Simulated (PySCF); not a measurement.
CHCl, SMILES Cl[CH] (connectivity only; charge and spin as stated), neutral, multiplicity 1.

The structure is a stationary point at ωB97X-D3(BJ)/def2-TZVPD. The isomer is the one that the SMILES or the coordinates give; other isomers of the formula were not compared.

The numbers are results of SMD-M06-2X/def2-SVP run with PySCF, not measurements.

Solvation free energies are E(SMD) − E(gas) at the gas-phase geometry, for 1 M in both phases. In vacuum the dipole moment is 1.79 D.

Computed solvation free energies in water, tetrahydrofuran, toluene:
| solvent | ΔG(solv) (kcal/mol) | its non-electrostatic (CDS) part | dipole (D) |
|---|---|---|---|
| water | -0.1 | 4.3 | 2.19 |
| tetrahydrofuran | -1.3 | 2.2 | 2.11 |
| toluene | -0.3 | 1.7 | 1.96 |
